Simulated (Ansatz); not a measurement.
Consider the ligand exchange at the Si–C bond: `C[SiH](O)Cl` + `O[SiH](O)S` → `O[SiH](O)S[SiH](O)Cl` + CH₄.

Calculated with Ansatz (gas phase, PBE0-D4/def2-TZVP geometries, no zero-point term in ΔE). CCSD(T)/CBS is the MP2 limit (def2-TZVPP, def2-QZVPP) plus CCSD(T) − MP2 in def2-TZVPP, frozen cores. This one scheme is used for every species. Functionals use def2-TZVPP. Each species was taken in one conformer, which may not be the lowest.

| level | ΔE (kJ/mol) |
| --- | --- |
| LDA (SPW92) | -73.9 |
| PBE-D4 | -78.3 |
| r2SCANh | -74.2 |
| CAM-B3LYP | -62.1 |
| LC-ωPBE | -65.3 |
| CCSD/def2-SVP | -69.2 |
| HF/def2-TZVPP | -59.2 |
| CCSD(T)/def2-TZVPP | -70.1 |

(1) What does CCSD(T)/CBS give? (Best estimate.)

Largest T1 diagnostic among the species: 0.012.

Results:

(1) Ansatz gave: -73.8 kJ/mol. The listed levels differ from it by -0.1, -4.5, -0.4, 11.7, 8.5, 4.6, 14.6, 3.7 kJ/mol.

Leaving LDA and LC-ωPBE aside and taking each functional with its dispersion term where it has one, the values, not all of them listed here, spread over 12.6 kJ/mol, from revPBE-D4 to B2PLYP. LDA lies −4.2 kJ/mol from PBE without D4. The D4 term adds −13.9 kJ/mol with B3LYP and −7.8 kJ/mol with PBE0; it sums over pairs of atoms, weighted by their polarisabilities, and B3LYP, whose exchange is more repulsive, gets the larger term. In def2-TZVPP, CCSD(T) changes the Hartree–Fock value by −10.9 kJ/mol (the triples alone add −4.1 kJ/mol) and MP2 by −17.7 kJ/mol.

B3LYP here is the variant with VWN-RPA as its local correlation; programs differ in this.
